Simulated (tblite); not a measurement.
singlet methylene (CH$_{2}$), singlet, at a GFN2-xTB geometry; GFN1-xTB run with tblite.

tblite was given this input:
```
$ tblite run mol.xyz --method gfn1 --charge 0 --spin 0 --efield 0,0,0.1 --json tblite.json --no-restart

# file mol.xyz
3

C      0.00403916     0.00124078     0.16463541
H      0.00029648     0.87790816    -0.50085524
H     -0.02453143    -0.88535285    -0.48695721
```

It wrote (shortened):

```
xTB calculator
 | screened Coulomb repulsion
 | Coulomb electrostatics
 |  * isotropic Klopman-Ohno-Mataga-Nishimoto electrostatics
 |  * onsite third-order electrostatics
 | DFT-D3(BJ) dispersion correction
 | Interactions (1)
 | [1] electric field

halogen bonding energy    0.0000000000000E+00 Eh
repulsion energy          3.0508484708340E-02 Eh
dispersion energy        -1.9229066799122E-04 Eh
interaction energy        0.0000000000000E+00 Eh
number of electrons       6.0000000000000E+00 e
integral cutoff           1.9731147476801E+01 bohr

------------------------------------------------------------
  cycle        total energy    energy error   density error
------------------------------------------------------------
      1     -3.008489210583  -3.0388054E+00   2.4722563E-01
      2     -3.008497717453  -8.5068701E-06   1.4821405E-01
      3     -3.008498230933  -5.1347962E-07   9.9037235E-04
      4     -3.008498604029  -3.7309587E-07   1.4676587E-04
      5     -3.008498612331  -8.3017673E-09   3.4101006E-06
------------------------------------------------------------

electronic energy        -3.0388148063711E+00 Eh
total energy             -3.0084986123307E+00 Eh

Post processing:
 | Mayer-Wiberg bond orders

[Info] JSON dump of results written to 'tblite.json'
```
